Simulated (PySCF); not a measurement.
Radial density of Ba⁺ (barium, charge +1)

M06-L, [Xe] 6p1, 2P determinant (an excited configuration). Computed with PySCF 2.14 in x2c-TZVPPall, with scalar relativity by spin-free X2C-1e.

| r (bohr) | 4πr²ρ (e/bohr) | 4πr²(ρα − ρβ) |
| --- | --- | --- |
| 0.0288 | 65.36 | 0.0019 |
| 0.0485 | 73.40 | 0.0040 |
| 0.0815 | 95.61 | 0.0020 |
| 0.137 | 69.81 | 0.0010 |
| 0.231 | 81.88 | 0.0077 |
| 0.388 | 34.06 | 0.0033 |
| 0.652 | 33.04 | 0.0126 |
| 1.10 | 11.45 | 0.0287 |
| 1.85 | 5.654 | 0.0276 |
| 3.10 | 0.7909 | 0.0630 |
| 5.22 | 0.2687 | 0.2650 |
| 8.78 | 0.02791 | 0.0279 |
| 14.8 | 0.0002302 | 0.0002 |

Densities and radii are taken from the X2C orbitals without a picture-change correction, which distorts them close to the nucleus.

Spin-orbit coupling, absent here, splits the open shell strongly.
